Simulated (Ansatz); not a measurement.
Input file for Ansatz (a first-principles code): R-B2PLYP/def2-TZVPPD on H2 (SMILES [H][H]) with ghost functions. Files ending in .json are basis or fitting sets from the Basis Set Exchange.

Ansatz 0.2 input:
```yaml
crystal:
  periodic: [false, false, false]
  atoms:
    - {symbol: H, position_ang: [-0.35292607, 0.02695530, 2.80097892]}
    - {symbol: H, position_ang: [0.36558137, -0.16997253, 2.80402480]}
basis:
  gaussian:
    orbitals: def2-TZVPPD.json
    ghost_atoms:
      - {symbol: Cl, position_ang: [-0.11795616, -0.58843122, -0.72128949]}
      - {symbol: H, position_ang: [-0.07378760, -0.40224195, 0.54698815]}
hamiltonian:
  xc: {name: B2PLYP}
magnetization: {spin_polarized: false}
correlation: {electrons: outside_noble_gas}
scf: {lower_state_search: off}
```

The log:

```
WARN ansatz: RAYON_NUM_THREADS=2 ignored (pool sized by the plan → 2); use --threads N
Functional definition: B2PLYP
these checks for a lower state are left out or cut short: stability, starts, cluster_reference, orbital_swaps, neighbouring_geometries, increment
integrals: 0.04 GiB planned
558 factors; integrals over basis functions are off by at most 1.3e-3 eV
mean field: 0.17 GiB planned
mean field evaluation 1: about -31.5470 eV, gradient 2.6e0 eV
mean field evaluation 2: about -31.5460 eV, gradient 2.6e0 eV
mean field evaluation 4: about -31.5600 eV, gradient 1.6e-2 eV
mean field evaluation 8: about -31.5600 eV, gradient 1.6e-5 eV
mean field -31.55995226 eV, -1.1598068534 hartree, gradient 9.8e-7 eV, S^2 0.000000; 0 other end points of the search recorded, 0 dependent functions left out
reference -31.56003592 eV, -1.1598099278 hartree; 1, 1 occupied and 101, 101 virtual orbitals, 558 factors
second order -1.02746925 eV of doubles, -0.00000000 eV of singles
Total energy: -31.83745261 eV, -1.1700048034 hartree
Checks for a lower state left out: stability, starts, cluster_reference, orbital_swaps, neighbouring_geometries, increment
```

Self-consistency was reached.

Cost: around 0.6 core-seconds (rough).
